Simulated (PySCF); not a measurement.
SMILES CB[Si](C)(C)C (GFN2-xTB optimised geometry):

```
19

B      1.125    -0.477     0.000
H      2.300    -0.477     0.000
C      0.422    -1.877    -0.079
H     -0.612    -1.892     0.257
H      0.960    -2.675     0.432
H      0.407    -2.161    -1.134
Si     0.108     1.215     0.000
C     -1.782     1.003     0.261
C      0.306     2.147    -1.670
C      0.692     2.438     1.361
H     -2.300     1.957     0.246
H     -2.221     0.384    -0.516
H     -1.999     0.531     1.215
H     -0.068     1.555    -2.501
H      1.349     2.370    -1.873
H     -0.237     3.087    -1.668
H      1.746     2.675     1.247
H      0.559     2.019     2.354
H      0.140     3.372     1.324
```

Calculation: PySCF 2.14.0 with PBE0/def2-SVP.

Question: What are the frontier orbital energies and the dipole moment?

Answer: HOMO-2 -8.23 eV, HOMO-1 -8.05 eV, HOMO -7.44 eV, LUMO -1.66 eV, LUMO+1 1.60 eV; dipole moment 0.65 D.

On the same geometry PySCF with PBE/def2-SVP gives HOMO-2 -6.93 eV, HOMO-1 -6.72 eV, HOMO -6.15 eV, LUMO -2.59 eV, LUMO+1 0.80 eV; dipole moment 0.62 D.

Meta-Löwdin charges at PBE0/def2-SVP: B1 -0.06, H2 0.01, C3 -0.41, H4 0.11, H5 0.11, H6 0.14, Si7 0.75, C8 -0.55, C9 -0.53, C10 -0.54, H11 0.11, H12 0.11, H13 0.11, H14 0.11, H15 0.11, H16 0.11, H17 0.11, H18 0.11, H19 0.11.
